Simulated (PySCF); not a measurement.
# Relaxation of singlet LaI₃

These are results of B3LYP/[La def2-SVP with ECP46, I def2-SVP with ECP28], scalar-relativistic core potentials, density fitting, no spin–orbit coupling, PySCF, not measurements. A (50,194) grid was used.

A hand-made trigonal planar start, of D3h symmetry, held to at least that symmetry:

Coordinates in bohr (charge 0 multiplicity 1):
```
La    0.0000    0.0000    0.0000
I     5.9149    0.0000    0.0000
I    -2.9574    5.1225    0.0000
I    -2.9575   -5.1224    0.0000
```

Q: What does it relax to?

A: It ends at D3h with La–I 3.000 Å (×3); I–La–I 120.0° (×3) (after a last refinement on a finer grid). A frequency run shows a minimum. Other isomers or separated fragments may lie lower.

Q: How much energy is released, and in how many steps?

A: 18.1 kJ/mol in 4 steps.

The relaxation took about 70 core-seconds on a shared host.
